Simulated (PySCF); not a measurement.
Structure from NMR data

Molecular formula: C9H9FO2. Simulated spectra:

$^{1}$H NMR (400 MHz, computed): δ 7.77 (m, 1H), 2.58 (s, 3H), 1.73 (m, 1H), 0.86 (m, 2H), 0.46 (m, 2H).

$^{13}$C{$^{1}$H} NMR (computed): δ 166.0 (C), 156.8 (C), 142.5 (C), 138.1 (CH), 134.0 (C), 15.4 (CH3), 8.3 (CH), 7.4 (CH2).

- shielding tensors at PBE0/pcSseg-1 (GIAO)
- GFN2-xTB geometry
- run in PySCF
- non-relativistic Hamiltonian, single conformer, isolated molecule, one averaged value for each set of equivalent atoms

δ = σ(ref) − σ, references computed at the same level: $^{1}$H (31.72 ppm), $^{13}$C (186.93 ppm) against TMS.

Which of these isomers gave the spectra?
A. CCOC(=O)c1ccc(F)cc1
B. COc1cc(C(=O)F)ccc1C
C. Cc1oc(C(=O)F)cc1C1CC1

## Answers

C. 

- Rings plus π bonds: 5 (2 rings in the answer).
- 8 carbon signals for 9 carbons: some carbons are equivalent by symmetry or fast rotation.
- Carbon types of the structure: 4 × C, 2 × CH, 2 × CH2, 1 × CH3, which accounts for all hydrogens.
- δC 166.0, 142.5: substituted aromatic carbon next to the ring oxygen.
- δC 156.8: carbonyl carbon.
- δC 138.1: aromatic CH; the aromatic region.
- δC 134.0: substituted aromatic carbon.
- δH 2.58: hydrogen on a methyl carbon on an aromatic ring; benzylic-type position, deshielded by the ring.

The others: COc1cc(C(=O)F)ccc1C would give 9 carbon signals, not 8; CCOC(=O)c1ccc(F)cc1 would give 7 carbon signals, not 8.

Splittings by $^{19}$F in the carbon and heteronuclear signals aren't shown, as no couplings were computed. Shifts are as computed. Against solution values, carbons near 30 ppm lie about +3 ppm off and those near 130 ppm about +5 ppm. Of 1211 compounds with measured shifts, 218 miss one by over three times the rms of a fit or turn the order of signals round; such compounds aren't used in these exercises. Multiplicities follow the n + 1 count of equivalent neighbours, as no J values were calculated; m marks all less simple cases, F and P coupling included.
